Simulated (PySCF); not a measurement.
## Where the electron goes

trans-Sn(H2O)2Cl4.
Cartesian coordinates in Å at the PBE0-D3(BJ)/def2-SVP level; atoms count from 1:
```xyz
11
Cl4H4O2Sn angstrom
Sn     0.0041   -0.0077   -0.0021
O      0.0905   -0.0355    2.2736
H     -0.8522   -0.0589    2.5152
H      0.3861    0.8685    2.4805
O     -0.0796    0.0130   -2.2785
H     -0.3358   -0.9073   -2.4683
H      0.8590    0.0742   -2.5271
Cl     2.3538   -0.2833   -0.3008
Cl    -2.3440    0.2650    0.3168
Cl     0.3178    2.3451    0.2425
Cl    -0.3133   -2.3595   -0.2684
```

Method: PySCF, TDDFT PBE0/def2-SVPD, vertical, gas phase, core orbitals frozen in the response, def2 core potentials past Kr. Spin–orbit coupling is left out.

Frontier orbitals with the atoms that hold most of them (Löwdin shares over 4%, at most four atoms; ? is withheld):

```csv
orbital,ε (eV),atoms
HOMO-3,-9.13,"Cl10 25%, Cl8 25%, Cl9 23%, Cl11 22%"
HOMO-2,-8.94,"Cl11 27%, Cl10 27%, Cl9 23%, Cl8 23%"
HOMO-1,-8.93,"Cl9 27%, Cl8 27%, Cl11 23%, Cl10 23%"
HOMO,?,"Cl10 25%, Cl8 25%, Cl9 25%, Cl11 25%"
LUMO,-3.10,?
LUMO+1,-0.67,"Sn1 24%, O2 14%, O5 12%, H4 7%"
LUMO+2,-0.56,"Sn1 17%, O5 15%, O2 13%, Cl8 9%"
```

**Question.** Give the leading atoms of the LUMO.

**Answer.** Sn1 (bonded to 4 Cl and 2 O) 26%; Cl9 (bonded to Sn) 16%; Cl8 (bonded to Sn) 15%; Cl11 (bonded to Sn) 15%. By element: chlorine 46% or more, tin 26%.

**Question.** What is the HOMO energy, and the HOMO–LUMO gap?

**Answer.** ε(HOMO) = -8.34 eV; the gap is 5.25 eV (0.1928 hartree).

**Question.** How does S1 compare with the orbital gap of 5.25 eV?

**Answer.** S1 is at 3.94 eV (f = 0.0000), 1.30 eV below the gap, made of HOMO→LUMO (100%). 

Next come S2 at 4.61 eV (f 0.036), HOMO-1→LUMO (98%); S3 at 4.62 eV (f 0.036), HOMO-2→LUMO (98%); S4 at 4.72 eV (f 0.0005), HOMO-3→LUMO (99%); S5 at 4.85 eV (f 0.0000), HOMO-5→LUMO (99%).

Orbitals of the list HOMO-3 to LUMO+2 that lie within 0.01 eV of each other are written together with a slash and their weights summed (≥ marks a lower bound); for degenerate orbitals outside that list single weights are arbitrary.
